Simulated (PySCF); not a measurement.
Structure problem from calculated spectra and properties.

Formula: C6H3ClFNS.

- 1H NMR: chemical shifts (computed TMS as zero) by class: 7.82 (1 H), 6.92 (1 H), 6.56 (1 H) ppm [GIAO PBE0/pcSseg-1]
- Polarisability: 109.1 au [PBE0/def2-SVPD]
- Rotational structure: rotational constants A, B, C: 2.049, 0.768, 0.558 GHz [GFN2-xTB]
- 13C NMR: chemical shifts (computed TMS as zero) by class: 150.6 (1 C), 127.1 (1 C), 126.7 (1 C), 124.2 (1 C), 123.5 (1 C), 107.3 (1 C) ppm [GIAO PBE0/pcSseg-1]
- UV, strongest line: among the 6 lowest singlet transitions: S2 at 4.94 eV (251 nm, f = 0.366) [TDDFT PBE0/def2-SVPD]
- NMR, other nuclei: isotropic shieldings of nuclei other than C and H, by class: 119 (1 N), 330 (1 F), 378 (1 S), 775 (1 Cl) ppm [GIAO PBE0/pcSseg-1]
- Dipole: 3.45 D [PBE0/def2-SVPD]
- UV, first state: lowest singlet excitation: 4.80 eV (258 nm, f = 0.000) [TDDFT PBE0/def2-SVPD]
- Triplet: lowest triplet excitation (Tamm–Dancoff): 3.30 eV [TDA PBE0/def2-SVPD]

Electronic properties: PySCF, gas phase, density fitting. Levels stand in brackets. Geometry: GFN2-xTB; no solvent, vibrations or thermal averaging. NMR values are class means; diastereotopic atoms form classes of their own.

Question: Give a SMILES that accounts for the data.

Answer: Numbering: `[F:1][c:2]1[c:3]([Cl:4])[s:5][c:6]2[cH:7][cH:8][nH:9][c:10]12`. Its formula, C6H3ClFNS, gives 5 degrees of unsaturation: 2 rings and 3 π bonds in the structure found (Kekulé form). 6 carbons fall into 6 classes; from least to most shielded: aromatic C–F carbon [C2] (150.6 ppm), ring-fusion aromatic carbon [C6] (127.1 ppm), ring-fusion aromatic carbon [C10] (126.7 ppm), aromatic CH next to a ring nitrogen [C8] (124.2 ppm), aromatic C–Cl carbon [C3] (123.5 ppm), aromatic CH carbon [C7] (107.3 ppm). Hydrogen classes from least to most shielded: 1 H on a pyrrole-type nitrogen, N9 (7.82 ppm), 1 H on an aromatic CH next to a ring nitrogen, C8 (6.92 ppm), 1 H on an aromatic CH carbon, C7 (6.56 ppm). The other shieldings belong to: 119 ppm, pyrrole-type nitrogen [N9]; 330 ppm, aryl fluorine [F1]; 378 ppm, thiophene-type sulfur [S5]; 775 ppm, aryl chlorine [Cl4]. The optimised geometry has point group Cs and is an asymmetric top. Structure: `FC1=C(Cl)SC2=C1NC=C2`. The assignments are read from this structure; whether some other isomer fits the data as well wasn't checked.
